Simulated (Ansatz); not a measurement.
Input file for C₂H₆GaGeN (`[CH3][GaH][GeH2][C]#N`):

```yaml
crystal:
  periodic: [false, false, false]
  atoms:
    - {symbol: C, position_ang: [-1.848110, -0.079449, 0.787025]}
    - {symbol: Ga, position_ang: [-0.007842, -0.674312, 1.094400]}
    - {symbol: Ge, position_ang: [1.735456, -0.051335, -0.528313]}
    - {symbol: C, position_ang: [0.866611, 0.960648, -1.929913]}
    - {symbol: N, position_ang: [0.264293, 1.550300, -2.716215]}
    - {symbol: H, position_ang: [-1.959151, 0.427442, -0.171293]}
    - {symbol: H, position_ang: [-2.144507, 0.607095, 1.585576]}
    - {symbol: H, position_ang: [-2.530511, -0.932317, 0.826723]}
    - {symbol: H, position_ang: [0.435182, -1.530681, 2.335189]}
    - {symbol: H, position_ang: [2.836446, 0.884228, -0.001654]}
    - {symbol: H, position_ang: [2.417633, -1.218619, -1.260924]}
basis:
  gaussian: {orbitals: def2-TZVPP}
correlation: {method: ccsd_t}
```

```sh
$ ansatz run in.yaml --threads 2 --pin off --events-out ev --progress --plain --max-ram 22528MiB --backend cuda --devices 0, --max-vram 18GiB
```

Output of Ansatz, abridged:

```
Functional definition: HF
1669 factors; integrals over basis functions are off by at most 9.5e-4 eV
mean field evaluation 1: about -112441.4493 eV, gradient 4.3e1 eV
mean field evaluation 2: about -112441.6761 eV, gradient 4.3e1 eV
mean field evaluation 4: about -112446.7278 eV, gradient 6.2e0 eV
mean field evaluation 8: about -112446.8620 eV, gradient 4.6e-1 eV
mean field -112446.86276193 eV, -4132.3459872798 hartree, gradient 1.5e-6 eV, S^2 0.000000; 0 other end points of the search recorded, 0 dependent functions left out
21 core orbitals not correlated: weight in the atoms' cores, before any rotation towards them, 1.000 or more for the frozen orbitals, at most 0.000 for the correlated occupied ones
reference -112446.86276193 eV, -4132.3459872798 hartree; 23, 23 occupied and 229, 229 virtual orbitals, 1669 factors
second order -27.20597375 eV of doubles, -0.00000000 eV of singles
cycle   1  -26.70927035 eV  change    5.0e-1 eV  update   1.4e-1
cycle   2  -27.68869840 eV  change   -9.8e-1 eV  update   4.2e-2
cycle   3  -27.83476337 eV  change   -1.5e-1 eV  update   1.9e-2
cycle   4  -27.82634052 eV  change    8.4e-3 eV  update   4.8e-3
cycle   5  -27.82904172 eV  change   -2.7e-3 eV  update   2.0e-3
cycle   6  -27.82946087 eV  change   -4.2e-4 eV  update   4.8e-4
cycle   7  -27.82941507 eV  change    4.6e-5 eV  update   1.9e-4
cycle   8  -27.82944992 eV  change   -3.5e-5 eV  update   5.8e-5
cycle   9  -27.82946808 eV  change   -1.8e-5 eV  update   2.4e-5
perturbative correction -1.23165662 eV, -0.0452625459 hartree
Total energy: -112475.92388663 eV, -4133.4139639141 hartree
```

Hardware: 2 threads of an AMD EPYC 7R13 on a shared host and a share of an NVIDIA H100 80 GB. Wall time 6 s, peak host memory 0.84 GiB.

The correlation energy is -29.061 eV, 4.2 % of it from (T); the T1 diagnostic reads 0.0128.
